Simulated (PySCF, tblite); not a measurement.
Isomers of C6H11NSSi. Calculated harmonic vibrations of the isolated species, GFN2-xTB (tblite), most abundant isotopes, no scaling. Errors from tens to a few hundred cm⁻¹ against measured bands are possible. Modes of hydrogen on silicon can be 10 to 20 % off. One conformer each.

Electronic energies: PBE0/pcSseg-1 single points on the GFN2-xTB geometries (PySCF, gas phase).

| SMILES | electronic energy, lowest = 0 (kcal/mol) |
| --- | --- |
| CCS[C@@H]1CC[Si@H]1C#N | 0.0 |
| [SiH3]C(=C=S)N1CCCC1 | 23.6 |
| C=N[C@@H]1C[C@@]12C[C@H]2S[SiH3] | 35.9 |

Task: How do GFN2-xTB zero-point energies change the relative energies?

Result: 
```json
{"SMILES": "CCS[C@@H]1CC[Si@H]1C#N", "ZPE (kcal/mol)": "96.9", "of it from modes above 1550 cm⁻¹": "49.6", "electronic (kcal/mol)": "0.0", "with ZPE, lowest = 0 (kcal/mol)": "0.0", "lowest mode (cm⁻¹)": "30", "rings": "1"}
{"SMILES": "[SiH3]C(=C=S)N1CCCC1", "ZPE (kcal/mol)": "95.4", "of it from modes above 1550 cm⁻¹": "46.1", "electronic (kcal/mol)": "23.6", "with ZPE, lowest = 0 (kcal/mol)": "22.1", "lowest mode (cm⁻¹)": "44", "rings": "1"}
{"SMILES": "C=N[C@@H]1C[C@@]12C[C@H]2S[SiH3]", "ZPE (kcal/mol)": "94.1", "of it from modes above 1550 cm⁻¹": "49.4", "electronic (kcal/mol)": "35.9", "with ZPE, lowest = 0 (kcal/mol)": "33.0", "lowest mode (cm⁻¹)": "60", "rings": "2"}
```

The zero-point energies span 2.8 kcal/mol, from `C=N[C@@H]1C[C@@]12C[C@H]2S[SiH3]` to `CCS[C@@H]1CC[Si@H]1C#N`. The order is unchanged.

Task: And how do the electronic energies of GFN2-xTB itself compare?

Result: `CCS[C@@H]1CC[Si@H]1C#N` 32.0; `[SiH3]C(=C=S)N1CCCC1` 0.0; `C=N[C@@H]1C[C@@]12C[C@H]2S[SiH3]` 10.7 kcal/mol, lowest = 0. Against the energies above, taken from the same isomer `CCS[C@@H]1CC[Si@H]1C#N`, the largest difference is 57.2 kcal/mol.

Task: What do entropy and thermal enthalpy add at 298.15 K and 1 bar (rigid rotor, harmonic oscillator, one conformer each)?

Result: 
```csv
SMILES,point group,symmetry number,S (cal/(mol K)),H − H(0) (kcal/mol),ZPE + H − H(0) − TS (kcal/mol)
CCS[C@@H]1CC[Si@H]1C#N,C1,1,111.2,8.11,71.9
[SiH3]C(=C=S)N1CCCC1,C1,1,105.7,7.57,71.5
C=N[C@@H]1C[C@@]12C[C@H]2S[SiH3],C1,1,101.5,7.39,71.2
```
